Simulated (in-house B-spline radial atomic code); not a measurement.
## PBE hybrid excitations of the silicon ion Si²⁺

Method: PBE hybrid with 0.4 exact exchange. Computed with an all-electron radial atomic-structure program (B-spline basis): linear response of the closed shell [Ne] 3s2 with the functional's adiabatic kernel; non-relativistic, point nucleus, no spin-orbit coupling, no double excitations, S, P, D and F terms only.

Command:
```bash
python run_td.py task.json out
```
Settings (radii: box in bohr, nucleus in fm):
```
Z                        14
electrons                12
configuration            [Ne] 3s2
hamiltonian              nr
method                   pbeh
box_radius               29.48
exact_exchange_fraction  0.4
intervals                52
```

Cost of the run: 0.5 s on 1 thread of Arm Neoverse N1, on a shared host.

The lowest states, in the order of their Tamm-Dancoff energies; the method's threshold (minus the highest occupied level) is 30.32 eV. Labels give the largest channel, * marks a mixed state, and oscillator strengths are full-response dipole values. Semilocal kernels can invert the small singlet-triplet splittings of Rydberg terms. Energies in eV:

| state | full response | Tamm-Dancoff | oscillator strength |
| --- | --- | --- | --- |
| 3s → 3p 3P | 5.694 | 6.041 | - |
| 3s → 3p 1P | ? | ? | ? |
| 3s → 3d 3D | 16.536 | 16.596 | - |
| 3s → 3d 1D | 17.928 | 17.936 | - |
| 3s → 4s 3S | 18.539 | 18.548 | - |
| 3s → 4s 1S | 19.275 | 19.291 | - |
| 3s → 4p 3P | 20.950 | 20.960 | - |
| 3s → 4p 1P | 21.296 | 21.329 | 0.0158 |
| 3s → 4d 3D | 23.933 | 23.942 | - |
| 3s → 4d 1D | ? | ? | - |

Where does 3s → 3p 1P lie?

At 10.080 eV in full response, 10.471 eV in Tamm-Dancoff, oscillator strength 1.62.

Where does 3s → 4d 1D lie?

At 24.203 eV in full response, 24.205 eV in Tamm-Dancoff.

How large is the singlet-triplet splitting of 3s → 3p (P terms) in Tamm-Dancoff?

4.43 eV, from the unrounded values.

What polarisabilities and dispersion coefficient does the method give?

Dipole 12.1 bohr³, quadrupole 35.93 bohr⁵, C6 42.29 hartree·bohr⁶ for two such species.
